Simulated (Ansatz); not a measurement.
**A correction line for HF/def2-TZVPP: vertical ionisation energy**

The vertical ionisation energy (cation less neutral) in eV of 6 molecular compounds of Nb: x at HF/def2-TZVPP, y at CCSD(T)/def2-TZVPP. Shapes, held fixed at every level: PBE0-D4/def2-TZVP. Flexible molecules stand in one conformer, not always the lowest. Programs: Ansatz 0.2.0.

| molecule | x (eV) | y (eV) |
| --- | --- | --- |
| C2H8FN2Nb (SMILES C[N]=[Nb]([CH3])([NH2])[F]) | 7.91 | 9.35 |
| C2H8ClN2Nb (SMILES C[N]=[Nb]([CH3])([NH2])[Cl]) | 8.00 | 9.40 |
| C3H10NNbO3 (SMILES C[O][Nb](=[NH])([O]C)[O]C) | 8.09 | 9.63 |
| CH5ClNNbOS (SMILES C[O][Nb]([NH2])(=[S])[Cl]) | 8.48 | 9.59 |
| Nb(NH2)(OH)2O | 9.05 | ? |
| NbCl5 (niobium pentachloride) | 10.72 | 11.19 |

Fit y = c + s·x to the known rows and predict y for Nb(NH2)(OH)2O.


1. Means of the 5 rows: x = 8.6400, y = 9.832.
2. Σ(Δx)² = 5.597, Σ(Δx·Δy) = 3.6028, so the slope is 3.6028/5.597 = 0.6437.
3. Intercept: 9.832 − (0.6437) × 8.6400 = 4.270. The largest residual of the fit is 0.15.
4. Nb(NH2)(OH)2O: 4.270 + 0.6437 × 9.05 = 10.10 eV.

CCSD(T)/def2-TZVPP gives 10.16 eV, so the prediction is off by -0.06 eV, within the largest residual. Uncorrected, HF/def2-TZVPP misses it by -1.11 eV, and the other rows by 1.19 on average. The line removes about 90 % of this miss. NbCl5 lies far out in x and weighs most in the slope. Left out in turn, the other rows are missed by 0.23 eV on average, so much of the error is systematic among these molecules. Cations run unrestricted. For atoms past krypton def2 sets carry core potentials with scalar relativity. Outer-core shells of Nb are correlated, in sets that cover them unevenly.
